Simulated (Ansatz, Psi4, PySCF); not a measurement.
Two rigid molecules brought together: C2H6 ··· Li+ (SMILES CC and [Li+]) (charge +1). Monomers: optimised at B3LYP-D3(BJ) (def2-TZVP), held rigid. Orientation: lowest of the rigid-body minima from ten starts at GFN2-xTB. Only R, the distance of the centres of mass, is varied, so the lowest point isn't the relaxed dimer.

Geometry at R = 2.40 Å (first 8 atoms: monomer A):
```
9

C      0.7612     0.0529    -0.0087
C     -0.7612    -0.0529     0.0087
H      1.1501     0.0150    -1.0282
H      1.0992     0.9900     0.4382
H      1.2223    -0.7638     0.5503
H     -1.0991    -0.9902    -0.4378
H     -1.2223     0.7636    -0.5506
H     -1.1501    -0.0146     1.0282
Li     0.4499    -2.1090    -1.0614
```

Levels: RHF/aug-cc-pVTZ, counterpoise-corrected (Ansatz, a first-principles code); CCSD/aug-cc-pVTZ = CCSD on RHF/aug-cc-pVTZ, frozen orbitals C 1 H 0 Li 0, counterpoise-corrected (Ansatz); RKS-B3LYP/6-31G* = restricted B3LYP/6-31G*, spherical d, no counterpoise correction run with PySCF 2.14.0; SAPT0/jun-cc-pVDZ, all electrons correlated (Psi4); RMP2/3-21G = restricted MP2 (frozen core)/3-21G, no counterpoise correction in PySCF 2.14.0.

Interaction energies in kcal/mol (negative: bound); R is the distance of the centres of mass, d the H6···Li9 distance.

| R / Å | d / Å | RHF/aug-cc-pVTZ | CCSD/aug-cc-pVTZ | RKS-B3LYP/6-31G* | SAPT0/jun-cc-pVDZ | RMP2/3-21G |
|---|---|---|---|---|---|---|
| 2.22 | 1.88 | -13.21 | -14.05 | -14.61 | -11.69 | -12.30 |
| 2.40 | 2.01 | -12.31 | -13.00 | -13.90 | -11.13 | -12.50 |
| 2.55 | 2.13 | -11.07 | -11.67 | -12.67 | -10.12 | -11.81 |
| 2.72 | 2.27 | -9.53 | -10.02 | -11.03 | -8.75 | -10.59 |
| 3.13 | 2.61 | -6.20 | -6.50 | -7.30 | -5.68 | -7.33 |
| 3.32 | 2.78 | -5.02 | -5.26 | -5.93 | -4.57 | -6.03 |
| 3.98 | 3.38 | -2.45 | -2.55 | -2.88 | -2.15 | -3.06 |
| 4.56 | 3.92 | -1.38 | -1.43 | -1.61 | -1.19 | -1.82 |
| 5.56 | 4.88 | -0.59 | -0.61 | -0.68 | -0.51 | -0.83 |
| 6.95 | 6.23 | -0.22 | -0.23 | -0.23 | -0.19 | -0.26 |

Lowest grid point: RHF/aug-cc-pVTZ -13.21 kcal/mol at R = 2.22 Å; CCSD/aug-cc-pVTZ -14.05 kcal/mol at R = 2.22 Å; RKS-B3LYP/6-31G* -14.61 kcal/mol at R = 2.22 Å; SAPT0/jun-cc-pVDZ -11.69 kcal/mol at R = 2.22 Å; RMP2/3-21G -12.50 kcal/mol at R = 2.40 Å.
